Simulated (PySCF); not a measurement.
# Worked example: chemical shift, span and skew from a shielding tensor

Ga(F)2(OSiH3) (F2GaH3OSi), SMILES [F][Ga]([F])[O][SiH3]. Atoms are numbered in the order given.

```xyz
8

Ga    -0.0142     0.7301     0.0000
F     -1.1283     2.0625     0.0000
F      1.6884     1.0975     0.0000
O     -0.6026    -0.9219     0.0000
Si    -0.0160    -2.4876     0.0000
H      0.8146    -2.7319    -1.2143
H     -1.1845    -3.4072     0.0000
H      0.8146    -2.7319     1.2143
```

The structure is a stationary point at B3LYP-D3(BJ)/def2-SVP. The structure was generated by enumeration; whether it is a known compound was not checked. The values are those of a single conformer.

GIAO shieldings from PBE/pcSseg-1 in PySCF, non-relativistic, no solvent. The symmetric part of the tensor of F2 has the principal values 237.2, 324.2, 433.6 ppm. The same nucleus in CFCl3 has σ = 133.6 ppm at this level (PySCF, at its B3LYP-D3(BJ)/def2-TZVP geometry).

**Question.** Work out the isotropic shielding, the ¹⁹F shift against CFCl3, the span and the skew.

**Answer.** 
σ(iso) = (σ11 + σ22 + σ33)/3 = 331.7 ppm. δ = σ(ref) − σ(iso) = 133.6 − (331.7) = -198.1 ppm.
Span Ω = σ33 − σ11 = 196.4 ppm. Skew κ = 3(σ(iso) − σ22)/Ω = 0.11. Tumbling in solution averages the tensor to δ; in a static solid the shielding alone would spread this spin-1/2 line over Ω.
